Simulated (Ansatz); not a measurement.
`[CH3][Zn][S][Si](F)(F)F` and `CB[Si](F)(F)F` differ in one atom or group.

Ansatz, PBE0-D4/def2-TZVP geometries, multiplicity 1. Each molecule was computed in one conformer, which needn't be the lowest.

Scalar relativity is left out up to krypton.

```csv
property,`[CH3][Zn][S][Si](F)(F)F`
size of the dipole moment (ωB97M-V/def2-TZVPP) / D,2.93
size of the dipole moment (B3LYP/def2-TZVPP) / D,3.03
LUMO energy (ωB97M-V/def2-TZVPP) / eV,0.71
LUMO energy (PBE/def2-TZVPP) / eV,-1.56
HOMO energy (PBE0/def2-TZVPP) / eV,-8.14
LUMO energy (PBE0/def2-TZVPP) / eV,-0.76
```

Problem. Give the same properties after the change, and the shifts. (Estimate.)

Solution. The calculation gave: 
```json
{"property": "size of the dipole moment (ωB97M-V/def2-TZVPP) / D", "`CB[Si](F)(F)F`": "2.84", "shift": "-0.09"}
{"property": "size of the dipole moment (B3LYP/def2-TZVPP) / D", "`CB[Si](F)(F)F`": "2.87", "shift": "-0.16"}
{"property": "LUMO energy (ωB97M-V/def2-TZVPP) / eV", "`CB[Si](F)(F)F`": "-0.52", "shift": "-1.23"}
{"property": "LUMO energy (PBE/def2-TZVPP) / eV", "`CB[Si](F)(F)F`": "-3.50", "shift": "-1.94"}
{"property": "HOMO energy (PBE0/def2-TZVPP) / eV", "`CB[Si](F)(F)F`": "-8.90", "shift": "-0.76"}
{"property": "LUMO energy (PBE0/def2-TZVPP) / eV", "`CB[Si](F)(F)F`": "-2.53", "shift": "-1.77"}
```

With PBE0 the HOMO falls by 0.76 eV and the LUMO falls by 1.77 eV, so the gap narrows by about 1.01 eV. PBE moves the HOMO by -0.63 eV and ωB97M-V by -0.78 eV. Dipoles are sizes alone; their direction can turn.

B3LYP here is the variant with VWN-RPA as its local correlation; programs differ in this.
